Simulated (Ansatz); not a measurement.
Basis sets compared for AlCl₂F. The state is a singlet with charge 0. Geometry r2SCAN-D4/def2-TZVP. Ansatz on 4 threads of Arm Neoverse V1 on a shared host; times are rough, and most runs start from earlier orbitals.

```xyz
4

Al    0.029    0.054    0.071
Cl   -1.202    0.863   -1.379
Cl    0.647   -1.916   -0.001
F     0.527    0.999    1.309
```

Binding counts from free atoms (Al doublet, Cl doublet, F doublet) in the same basis, without a counterpoise term.

```
           level  functions  energy (Eh)  HOMO (eV)  LUMO (eV)  binding per atom (eV)  wall time
 PBE-D4/def2-SVP         68   -1261.8319      -7.97      -1.97                   3.79     0.45 s
PBE0-D4/def2-SVP         68   -1261.9340      -9.49      -1.14                   3.70     0.55 s
```

Q: Estimate the rows for PBE-D4/def2-TZVP, PBE0-D4/def2-TZVP.

A: 
```
            level  functions  energy (Eh)  HOMO (eV)  LUMO (eV)  binding per atom (eV)  wall time
 PBE-D4/def2-TZVP        142   -1262.3697      -8.18      -2.19                   3.78      0.8 s
PBE0-D4/def2-TZVP        142   -1262.4663      -9.64      -1.32                   3.72      1.1 s
```
